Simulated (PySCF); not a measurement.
Isomers of C9H9FO, mass 152.064 u with the commonest isotopes. Method used: PBE0/pcSseg-1 in PySCF (dipole) on a GFN2-xTB geometry, gas phase. One conformer each, none proved a minimum here; rigid rotors.

Question: Order these by rotational constant A, smallest first.
A. `[CH3:1][O:2][C@:3]1([F:4])[CH2:5][c:6]2[cH:7][cH:8][cH:9][cH:10][c:11]21` with C1–O2–C3–F4 -68°
B. `[CH3:1][C:2](=[O:3])[c:4]1[cH:5][cH:6][cH:7][c:8]([CH2:9][F:10])[cH:11]1` with C1–C2–C4–C5 0°, C7–C8–C9–F10 0°
C. `[CH2:1]=[CH:2][c:3]1[c:4]([OH:5])[cH:6][cH:7][cH:8][c:9]1[CH2:10][F:11]` with C1–C2–C3–C4 49°, C3–C4–O5–H 2°, C8–C9–C10–F11 -4°
D. `[CH3:1][c:2]1[cH:3][cH:4][cH:5][c:6]([C:7](=[O:8])[F:9])[c:10]1[CH3:11]` with C5–C6–C7–O8 -177°

Answer: C (1549 MHz), D (1905 MHz), A (2184 MHz), B (2476 MHz).

Question: Order these by out-of-plane moment Σ m c² = (Ia + Ib − Ic)/2, largest first.
A. `[CH3:1][C:2](=[O:3])[c:4]1[cH:5][cH:6][cH:7][c:8]([CH2:9][F:10])[cH:11]1` with C1–C2–C4–C5 0°, C7–C8–C9–F10 0°
B. `[CH2:1]=[CH:2][c:3]1[c:4]([OH:5])[cH:6][cH:7][cH:8][c:9]1[CH2:10][F:11]` with C1–C2–C3–C4 49°, C3–C4–O5–H 2°, C8–C9–C10–F11 -4°
C. `[CH3:1][O:2][C@:3]1([F:4])[CH2:5][c:6]2[cH:7][cH:8][cH:9][cH:10][c:11]21` with C1–O2–C3–F4 -68°

Answer: C (64.09 u·Å²), B (8.94 u·Å²), A (3.19 u·Å²).

Question: Order these by dipole moment, smallest first.
A. `[CH3:1][O:2][C@:3]1([F:4])[CH2:5][c:6]2[cH:7][cH:8][cH:9][cH:10][c:11]21` with C1–O2–C3–F4 -68°
B. `[CH2:1]=[CH:2][c:3]1[c:4]([OH:5])[cH:6][cH:7][cH:8][c:9]1[CH2:10][F:11]` with C1–C2–C3–C4 49°, C3–C4–O5–H 2°, C8–C9–C10–F11 -4°
C. `[CH3:1][c:2]1[cH:3][cH:4][cH:5][c:6]([C:7](=[O:8])[F:9])[c:10]1[CH3:11]` with C5–C6–C7–O8 -177°

Answer: A (1.85 D), B (2.22 D), C (4.11 D).

```json
{"SMILES": "C=Cc1c(O)cccc1CF", "point group": "C1", "Ia (u·Å²)": "326.30", "Ib (u·Å²)": "519.95", "Ic (u·Å²)": "828.38", "κ": "-0.23", "μa (D)": "0.99", "μb (D)": "1.96", "μc (D)": "0.29"}
{"SMILES": "CC(=O)c1cccc(CF)c1", "point group": "Cs", "Ia (u·Å²)": "204.13", "Ib (u·Å²)": "808.81", "Ic (u·Å²)": "1006.57", "κ": "-0.88", "μa (D)": "0.46", "μb (D)": "2.15", "μc (D)": "0.00"}
{"SMILES": "CO[C@]1(F)Cc2ccccc21", "point group": "C1", "Ia (u·Å²)": "231.36", "Ib (u·Å²)": "581.77", "Ic (u·Å²)": "684.95", "κ": "-0.82", "μa (D)": "1.22", "μb (D)": "1.08", "μc (D)": "0.87"}
{"SMILES": "Cc1cccc(C(=O)F)c1C", "point group": "near Cs", "Ia (u·Å²)": "265.35", "Ib (u·Å²)": "557.22", "Ic (u·Å²)": "816.12", "κ": "-0.55", "μa (D)": "4.03", "μb (D)": "0.80", "μc (D)": "0.03"}
```
